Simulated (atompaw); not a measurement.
# Logarithmic derivatives: Ru, PAW (atompaw)

ruthenium (Ru), PAW, made with atompaw 4.2.0.5 (PBE, scalar-relativistic). Core [Kr], reference 4d7 5s1 5p0. Waves: 5s (bound): rc 2.45 bohr; 5s channel at 1.55 Ry: rc 2.45 bohr; 5p (bound, empty): rc 3.00 bohr; 5p channel at 4.35 Ry: rc 3.00 bohr; 4d (bound): rc 1.70 bohr; 4d channel at 0.35 Ry: rc 1.70 bohr. Local part: vpsmatchnc scheme with l = 3 at 0.5 Ry, radius 2.70 bohr. Core correction: smooth core density matched at 1.70 bohr. Augmentation charge: besselshape compensation charge, radius 2.40 bohr; PAW radius 3.00 bohr; waves and projectors: custom polynom2 7 10 vanderbiltortho.

The phase is arctan(r·u′/u) with u = r·R(r), unwrapped; energies in Ry, scanned from -2 to 5 Ry. A pole is an energy at which the radial function vanishes at the test radius. The pseudo phase is shifted by a multiple of π to meet the all-electron one at the reference energy, and phase errors are pseudo minus all-electron; the curves can meet again beyond the range given. Levels narrower than the energy grid can be missing from the lists of poles.

```tsv
channel	radius (bohr)	reference energy (Ry)	poles, all-electron	poles, pseudo	unbroken range about the reference energy with phases within 0.05 rad	phase error 1 Ry above the reference energy (rad)
s	3.02	-0.31	1.10	1.10	below 3.5	-0.000
p	3.02	-0.07	2.06	1.65, 2.47	below 1.5	-0.032
d	3.02	-0.38	-0.20, 3.92	-0.20, 4.01	the whole range	+0.000
```

Note: ghost state, extra bound levels that the all-electron valence spectrum of the same l lacks: s at -100.3 eV. A true bound ghost makes a file unfit for plane-wave use.

Phases in the s channel:

```tsv
E (Ry)	all-electron	pseudo
-2.00	1.279	1.278
-1.52	1.204	1.204
-1.04	1.042	1.041
-0.56	0.462	0.462
-0.08	-0.949	-0.949
0.40	-1.385	-1.385
0.88	-1.530	-1.530
1.36	-1.611	-1.611
1.84	-1.676	-1.676
2.32	-1.744	-1.744
2.80	-1.840	-1.842
3.28	-2.031	-2.046
3.76	-2.649	-2.776
4.24	-3.924	-4.064
4.72	-4.362	-4.431
```
